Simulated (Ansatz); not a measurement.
`NC1C[SiH2]1` → `CN1C[SiH2]1`  (isomerisation)

Calculated with Ansatz (gas phase, PBE0-D4/def2-TZVP geometries, no zero-point term in ΔE). CCSD(T)/CBS adds triple-zeta CCSD(T) − MP2 to the extrapolated MP2 energy (def2 sets, frozen cores). DFT in def2-TZVPP. One conformer a species, not always the lowest.

```csv
level,ΔE (kcal/mol)
LDA (SPW92),-0.4
PBE-D4,-1.6
r2SCAN-D4,-2.1
ωB97M-V,-1.8
LC-ωPBE,-1.5
HF/def2-SVP,-3.0
CCSD(T)/def2-SVP,-2.0
CCSD/CBS(def2),-2.1
```

(1) What does CCSD(T)/CBS give? (Best estimate.)

Largest T1 diagnostic among the species: 0.012.

Answers

(1) The calculation gave: -1.9 kcal/mol. The listed levels differ from it by 1.5, 0.3, -0.2, 0.1, 0.4, -1.1, -0.1, -0.2 kcal/mol.

Leaving LDA and LC-ωPBE aside and taking each functional with its dispersion term where it has one, the values, not all of them listed here, spread over 2.4 kcal/mol, from BLYP-D4 to PBE0-D4. LDA lies +1.1 kcal/mol from PBE without D4. In def2-TZVPP, CCSD(T) changes the Hartree–Fock value by +2.2 kcal/mol (the triples alone add +0.1 kcal/mol) and MP2 by +2.0 kcal/mol.
